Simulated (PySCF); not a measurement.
A geometry optimisation, step by step.

Species: C₆H₄BrF.
Numbering: `[F:1][c:2]1[cH:3][cH:4][c:5]([Br:6])[cH:7][cH:8]1` (hydrogens: H9 on C3; H10 on C4; H11 on C7; H12 on C8)

Computed by this run: PBE0-D3(BJ)/def2-TZVP geometry optimisation, gas phase (PySCF); density fitting, grid level 2; the optimiser is geomeTRIC in internal coordinates, started from a GFN2-xTB structure with every atom displaced at random (about 0.01 Å). The frame can shift and turn from step to step; on so coarse a grid that alone can change the energy by a few meV, and forces under 0.02 eV/Å are noise.

Step 0: E = -79035.6711 eV, largest atomic force 2.695 eV/Å
```
atom  x, y, z in Å  |  force x, y, z in eV/Å
F1     -2.729   -0.182   -0.042   -0.705   0.278  -0.003
C2     -1.411   -0.085   -0.027    0.940   0.146  -0.058
C3     -0.688   -1.253   -0.018    2.186   0.789   0.150
C4      0.746   -1.168    0.009   -2.692  -0.101  -0.085
C5      1.318    0.069    0.008    1.074   0.304   0.088
Br6     3.216    0.187    0.045   -0.082   0.025  -0.007
C7      0.586    1.242    0.004   -0.510  -0.157  -0.077
C8     -0.789    1.172   -0.023   -0.637  -0.659   0.060
H9     -1.173   -2.199    0.005   -0.362  -0.612  -0.042
H10     1.310   -2.069    0.036    0.486  -0.475  -0.009
H11     1.061    2.200    0.017    0.320   0.332  -0.003
H12    -1.407    2.058   -0.023   -0.018   0.132  -0.014
```

Step 1: E = -79035.5108 eV, largest atomic force 1.861 eV/Å
```
atom  x, y, z in Å  |  force x, y, z in eV/Å
F1     -2.203   -0.050    1.614    0.410   0.072   0.126
C2     -1.075   -0.011    0.883   -0.506   0.078  -0.211
C3     -0.350   -1.175    0.707   -1.179  -0.497  -0.946
C4      0.581   -1.191   -0.326    1.228   0.104   1.394
C5      1.072    0.019   -0.801   -0.551  -0.106  -0.477
Br6     2.581    0.031   -1.923    0.094   0.018  -0.077
C7      0.393    1.200   -0.543    0.295  -0.031   0.025
C8     -0.753    1.164    0.226   -0.005   0.065   0.613
H9     -0.727   -2.103    1.153    0.311   0.377  -0.073
H10     1.113   -2.107   -0.541   -0.055  -0.070  -0.180
H11     0.780    2.142   -0.906   -0.101   0.035  -0.225
H12    -1.361    2.050    0.378    0.059  -0.045   0.030
```

Step 2: E = -79035.6923 eV, largest atomic force 1.009 eV/Å
```
atom  x, y, z in Å  |  force x, y, z in eV/Å
F1     -2.201   -0.029    1.645    0.284  -0.097   0.018
C2     -1.106   -0.013    0.872   -0.036   0.143  -0.266
C3     -0.392   -1.177    0.655   -0.775  -0.446  -0.407
C4      0.627   -1.196   -0.286    0.640   0.296   0.722
C5      1.074    0.009   -0.811   -0.427  -0.004  -0.181
Br6     2.581    0.042   -1.945   -0.011  -0.005   0.013
C7      0.381    1.185   -0.554    0.152   0.044   0.118
C8     -0.747    1.169    0.255    0.192   0.013   0.120
H9     -0.757   -2.099    1.095    0.138   0.045   0.073
H10     1.170   -2.112   -0.483   -0.100  -0.004  -0.081
H11     0.749    2.123   -0.951   -0.102  -0.005  -0.140
H12    -1.328    2.066    0.431    0.046   0.021   0.012
```

Step 3: E = -79035.6972 eV, largest atomic force 1.217 eV/Å
```
atom  x, y, z in Å  |  force x, y, z in eV/Å
F1     -2.157   -0.087    1.644   -0.446   0.572   0.146
C2     -1.105   -0.021    0.828   -0.144  -0.541   0.379
C3     -0.458   -1.223    0.620    0.505   0.890  -0.659
C4      0.647   -1.154   -0.208    0.318  -0.679  -0.215
C5      1.054    0.031   -0.804    0.073   0.037  -0.019
Br6     2.556   -0.003   -1.946    0.059   0.030  -0.037
C7      0.387    1.224   -0.580   -0.051  -0.452   0.258
C8     -0.708    1.179    0.271   -0.280   0.221   0.018
H9     -0.811   -2.145    1.055    0.007  -0.017   0.096
H10     1.202   -2.060   -0.413    0.068   0.004  -0.054
H11     0.715    2.151   -1.034   -0.053  -0.069   0.021
H12    -1.270    2.078    0.486   -0.055   0.004   0.067
```

Step 4: E = -79035.7666 eV, largest atomic force 0.246 eV/Å
```
atom  x, y, z in Å  |  force x, y, z in eV/Å
F1     -2.186   -0.031    1.640   -0.084  -0.073   0.054
C2     -1.117   -0.016    0.839    0.022   0.005   0.053
C3     -0.438   -1.197    0.600   -0.054  -0.053   0.051
C4      0.677   -1.186   -0.223   -0.194   0.143  -0.047
C5      1.063    0.012   -0.801    0.146  -0.087  -0.032
Br6     2.557    0.030   -1.951    0.058   0.040  -0.043
C7      0.376    1.188   -0.554    0.040   0.173  -0.068
C8     -0.726    1.185    0.283    0.036  -0.123  -0.064
H9     -0.789   -2.118    1.047   -0.016  -0.011   0.064
H10     1.218   -2.099   -0.433    0.003   0.014   0.029
H11     0.697    2.111   -1.018    0.034   0.004  -0.007
H12    -1.282    2.091    0.491    0.009  -0.031   0.011
```

Step 5: E = -79035.7659 eV, largest atomic force 0.192 eV/Å
```
atom  x, y, z in Å  |  force x, y, z in eV/Å
F1     -2.197   -0.018    1.649    0.098  -0.107  -0.038
C2     -1.124   -0.024    0.850    0.088   0.107  -0.117
C3     -0.444   -1.203    0.610   -0.100   0.012   0.013
C4      0.657   -1.178   -0.234    0.160  -0.102  -0.028
C5      1.072    0.012   -0.812   -0.109   0.036   0.049
Br6     2.576    0.054   -1.955   -0.056  -0.080   0.061
C7      0.385    1.189   -0.562   -0.079  -0.051   0.076
C8     -0.722    1.164    0.273   -0.012   0.186  -0.011
H9     -0.784   -2.123    1.070    0.042  -0.003  -0.019
H10     1.200   -2.091   -0.437    0.000  -0.029   0.000
H11     0.711    2.117   -1.013   -0.022   0.007   0.008
H12    -1.278    2.069    0.482   -0.010   0.024   0.006
```

Step 6: E = -79035.7717 eV, largest atomic force 0.071 eV/Å
```
atom  x, y, z in Å  |  force x, y, z in eV/Å
F1     -2.189   -0.034    1.647    0.024   0.004  -0.009
C2     -1.119   -0.020    0.845    0.021   0.001  -0.040
C3     -0.442   -1.199    0.607   -0.036  -0.005  -0.027
C4      0.659   -1.181   -0.235    0.066  -0.018   0.020
C5      1.067    0.013   -0.809   -0.044   0.019   0.005
Br6     2.573    0.038   -1.949   -0.023  -0.015   0.022
C7      0.382    1.192   -0.560   -0.012  -0.034   0.021
C8     -0.726    1.175    0.274   -0.001   0.042   0.013
H9     -0.783   -2.118    1.068    0.016   0.005  -0.002
H10     1.204   -2.094   -0.438   -0.005  -0.005  -0.002
H11     0.709    2.119   -1.013   -0.008   0.001  -0.001
H12    -1.283    2.079    0.484    0.001   0.006   0.001
```

Step 7: E = -79035.7721 eV, largest atomic force 0.022 eV/Å
```
atom  x, y, z in Å  |  force x, y, z in eV/Å
F1     -2.187   -0.033    1.645   -0.015  -0.015   0.008
C2     -1.119   -0.020    0.841    0.009   0.006   0.003
C3     -0.443   -1.200    0.602   -0.013   0.009   0.007
C4      0.663   -1.182   -0.232   -0.009  -0.001  -0.009
C5      1.065    0.013   -0.807    0.018  -0.008  -0.005
Br6     2.568    0.035   -1.948    0.012   0.001  -0.006
C7      0.380    1.192   -0.559   -0.001   0.005  -0.003
C8     -0.725    1.177    0.276   -0.004   0.007  -0.005
H9     -0.783   -2.119    1.064    0.000  -0.002   0.005
H10     1.208   -2.094   -0.435    0.002   0.000   0.002
H11     0.706    2.118   -1.016    0.004   0.000   0.001
H12    -1.281    2.082    0.489   -0.002  -0.004   0.003
```

Step 8: E = -79035.7722 eV, largest atomic force under 0.02 eV/Å
```
atom  x, y, z in Å  |  force x, y, z in eV/Å
F1     -2.188   -0.036    1.645   -0.006   0.005   0.002
C2     -1.119   -0.019    0.842   -0.002  -0.005   0.003
C3     -0.444   -1.200    0.603    0.005   0.003  -0.006
C4      0.662   -1.182   -0.233    0.002  -0.003  -0.002
C5      1.065    0.013   -0.808   -0.004   0.001   0.004
Br6     2.569    0.036   -1.949   -0.001  -0.004   0.004
C7      0.380    1.192   -0.559    0.001   0.013  -0.004
C8     -0.726    1.178    0.276    0.003  -0.010  -0.001
H9     -0.783   -2.118    1.066    0.000   0.001   0.001
H10     1.207   -2.095   -0.435    0.000  -0.001   0.000
H11     0.707    2.117   -1.015    0.001   0.001   0.000
H12    -1.281    2.082    0.488    0.001  -0.001  -0.001
```

Q: Summarise the path.

A: The energy falls by 2.33 kcal/mol from step 0 to step 8; nine tenths of that is first reached at step 4. It rises by more than 0.2 meV at steps 1 and 5. The largest force goes from 2.695 to under 0.02 eV/Å. Among the bonds C3–C4 changes most, from 1.437 to 1.386 Å; the atoms move by 0.017 Å rms after alignment.

Q: Follow the three bonds and two angles with the largest change from start to end.

A: 
```
step  E above end (kcal/mol)  largest force (eV/Å)  C3–C4 (Å)  C4–C5 (Å)  C2–C8 (Å)  C5–C4–H10 (°)  C4–C5–C7 (°)
   0                    2.33                 2.695      1.437      1.362      1.402          123.2         123.2
   1                    6.03                 1.861      1.390      1.389      1.384          119.8         120.4
   2                    1.84                 1.009      1.387      1.388      1.381          120.3         120.3
   3                    1.73                 1.217      1.383      1.387      1.382          118.9         121.6
   4                    0.13                 0.246      1.385      1.385      1.380          120.6         121.5
   5                    0.14                 0.192      1.387      1.387      1.381          119.7         120.4
   6                    0.01                 0.071      1.386      1.386      1.381          120.1         120.9
   7                    0.00                 0.022      1.386      1.386      1.381          120.2         121.1
   8                    0.00            under 0.02      1.386      1.386      1.381          120.2         121.0
```

The cost below is that of the whole optimisation. Time: 5.8 min wall, 13 min CPU; peak memory 1.7 GiB. Hardware: an Intel Xeon at 2.70 GHz with 2 threads, no GPU (shared host).
